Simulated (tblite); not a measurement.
Compound: C2H7Cl2Si2 (doublet state).
Atom-mapped SMILES: `[SiH3:1][CH2:2][C:3]([Cl:4])[SiH2:5][Cl:6]` (hydrogens: H7, H8, H9 on Si1; H10, H11 on C2; H12, H13 on Si5)

Computed with GFN2-xTB (tblite), gas phase: L-BFGS steps from a force-field or distance-geometry start until the largest atomic force falls under 0.01 eV/Å.

Step 21: E = -555.0889 eV
```
atom  x, y, z in Å  |  force x, y, z in eV/Å
Si1    -1.9949   -0.4202    0.1067    0.047   0.034  -0.001
C2     -0.5491    0.8659    0.2470   -0.021  -0.016   0.003
C3      0.6109    0.5268   -0.5785   -0.026  -0.027   0.011
Cl4     0.5172    0.9892   -2.2323   -0.013  -0.033   0.012
Si5     2.0318   -0.5219   -0.0009    0.023   0.002   0.013
Cl6     3.2160    0.5243    1.2761   -0.034   0.005  -0.020
H7     -2.5003   -0.4284   -1.2637    0.020   0.013   0.003
H8     -1.4734   -1.7332    0.4824   -0.003   0.006  -0.003
H9     -3.0274    0.0254    1.0443   -0.004  -0.012  -0.021
H10    -0.2441    0.8942    1.2942   -0.026   0.060  -0.027
H11    -0.9626    1.8362   -0.0352    0.011  -0.007   0.061
H12     1.5364   -1.6491    0.7946    0.030  -0.006  -0.054
H13     2.8351   -0.9087   -1.1524   -0.004  -0.018   0.022
```

Step 22: E = -555.0897 eV
```
atom  x, y, z in Å  |  force x, y, z in eV/Å
Si1    -1.9946   -0.4206    0.1059    0.081   0.066  -0.006
C2     -0.5482    0.8682    0.2491   -0.035  -0.016   0.014
C3      0.6127    0.5282   -0.5754   -0.071  -0.007   0.005
Cl4     0.5130    0.9822   -2.2315   -0.010  -0.031   0.009
Si5     2.0316   -0.5235   -0.0018    0.053   0.019   0.031
Cl6     3.2148    0.5257    1.2754   -0.042  -0.006  -0.025
H7     -2.4989   -0.4269   -1.2647    0.022   0.011  -0.003
H8     -1.4741   -1.7329    0.4823    0.006  -0.006  -0.002
H9     -3.0284    0.0231    1.0409   -0.020  -0.002  -0.004
H10    -0.2449    0.8994    1.2975   -0.030   0.047  -0.052
H11    -0.9627    1.8390   -0.0338    0.023  -0.035   0.059
H12     1.5391   -1.6525    0.7906    0.022  -0.021  -0.039
H13     2.8361   -0.9090   -1.1522    0.000  -0.019   0.011
```

Task: Estimate the geometry and energy of step 23. (The exact step hangs on the optimiser's Hessian estimate; all steps are aligned on step 22, rigid shifts and turns removed.)

Result: E = -555.0909 eV, largest force 0.133 eV/Å
```
atom  x, y, z in Å  |  force x, y, z in eV/Å
Si1    -1.9927   -0.4202    0.1042    0.098   0.089  -0.006
C2     -0.5477    0.8721    0.2531   -0.040  -0.010   0.025
C3      0.6143    0.5302   -0.5700   -0.108   0.013  -0.008
Cl4     0.5050    0.9682   -2.2303   -0.007  -0.027   0.008
Si5     2.0322   -0.5249   -0.0026    0.071   0.041   0.045
Cl6     3.2136    0.5267    1.2747   -0.044  -0.014  -0.025
H7     -2.4958   -0.4241   -1.2667    0.028   0.010  -0.009
H8     -1.4747   -1.7325    0.4818    0.016  -0.014  -0.003
H9     -3.0303    0.0194    1.0348   -0.036   0.010   0.016
H10    -0.2470    0.9093    1.3025   -0.026   0.020  -0.065
H11    -0.9629    1.8433   -0.0302    0.030  -0.059   0.042
H12     1.5443   -1.6583    0.7833    0.011  -0.042  -0.015
H13     2.8372   -0.9088   -1.1522    0.006  -0.017  -0.005
```

The energy changes by -0.0013 eV. The first-order estimate −F·Δx gives -0.0016 eV and the mean of the old and new forces, exact on a quadratic surface, -0.0012 eV. The step makes an angle of 72° with the force vector and moves no atom by more than 0.016 Å.

The cost below is that of the whole relaxation. Hardware: Arm Neoverse V1, one thread, shared host with 32 logical CPUs at a one-minute load of 18. Cost: 1.1 s of wall time.
